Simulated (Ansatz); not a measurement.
F₂HOSTa, SMILES `[OH][Ta]([F])([F])=[S]`. The species carries charge 0 and has multiplicity 1. Ta takes the def2 core potential.

| atom | x (Å) | y (Å) | z (Å) |
| --- | --- | --- | --- |
| O1 | 0.939 | -0.879 | -0.713 |
| Ta2 | -0.340 | 0.289 | 0.001 |
| F3 | -0.063 | 1.998 | -0.693 |
| F4 | -2.045 | -0.336 | -0.424 |
| S5 | -0.116 | 0.345 | 2.144 |
| H6 | 1.626 | -1.417 | -0.316 |

Q: What are the harmonic wavenumbers in cm⁻¹ at PBE0-D4/def2-TZVP (Ansatz, finite differences of forces, unscaled)? (Estimate.)

A: Computed: 169, 175, 189, 197, 203, 397, 527, 558, 685, 688, 749, 3918.

Q: Is this a minimum?

A: Yes, all 12 modes are real.

Q: Give the ideal-gas thermochemistry at 298.15 K and 1 bar (rigid rotor, harmonic oscillator; point group Cs, symmetry number 1).

A: Zero-point energy 50.6 kJ/mol; H(298) − E = 70.8 kJ/mol; entropy 354.5 J/(mol·K), of which translation 178.6, rotation 116.0, vibration 59.9; G(298) − E = -34.8 kJ/mol.
